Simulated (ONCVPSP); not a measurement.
## Configuration tests for P (ONCV)

* Element: phosphorus (P)
* Generator: ONCVPSP 4.0.1
* Type: optimised norm-conserving Vanderbilt (ONCV)
* Functional: PBE
* Relativity: non-relativistic
* Frozen core: [Ne]
* Valence charge: 5
* Reference configuration: 3s1.5 3p3.5
* Partial waves: 3s: rc 1.70 bohr, ncon 4, nbas 8, qcut 4.3 1/bohr, 2 projectors, debl 2.8 Ha; 3p: rc 1.35 bohr, ncon 4, nbas 7, qcut 5.9 1/bohr, 1 projector; d scattering state at 0.3 Ha: rc 1.65 bohr, ncon 3, nbas 7, qcut 6 1/bohr, 1 projector
* Local potential: polynomial inside 1.05 bohr (lpopt 5, dvloc0 0 Ha)
* Core correction: none

Energies are relative to the spin-unpolarised reference configuration 3s1.5 3p3.5; without spin polarisation the order of configurations can differ from experiment.

```json
{"valence configuration": "3s2 3p3", "charge": "0", "ΔE all-electron (eV)": "-4.207", "error AE − PS (meV)": "0.0"}
{"valence configuration": "3s0 3p5", "charge": "0", "ΔE all-electron (eV)": "12.816", "error AE − PS (meV)": "+0.2"}
```

**Question.** What are ΔE and the potential's error for 3s2 3p1?

**Answer.** ΔE = 24.694 eV all-electron; the error (AE − PS) is +5.8 meV.

**Question.** What are ΔE and the potential's error for 3s2 3p2?

**Answer.** ΔE = 5.535 eV all-electron; the error (AE − PS) is +0.1 meV.
